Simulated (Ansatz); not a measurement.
A structure relaxed at r2SCAN-D4/def2-SVP in Ansatz, charge 0, singlet:

```xyz
9

K    -0.313   -1.953   -0.032
K     1.569   -4.780    3.050
K     0.790    1.642   -2.826
K     1.999   -0.232    2.722
K    -3.221    0.551   -4.421
K    -2.574    2.141   -0.314
S     0.663    1.700    0.551
S     1.923    0.261   -0.396
S    -0.837    0.670    1.665
```

(1) Give its formula and point group.

(2) Summarise the bond lengths by kind (pairs closer than 1.2 times the sum of covalent radii, bridged metal pairs left out).

Answers

(1) the cluster K₆S₃. Point group Cs (tolerance 0.1 Å).

(2) 8 × K–S 3.02 to 3.38 Å; 4 × K–K 4.45 to 4.59 Å; 2 × S–S 2.13 Å.

The restricted singlet is unstable towards broken spin symmetry at other levels; at r2SCAN-D4/def2-SVP this wasn't settled. Another isomer (singlet) lies 2.32 eV lower at PBE0-D4/def2-TZVP; other spin states weren't run for this one.
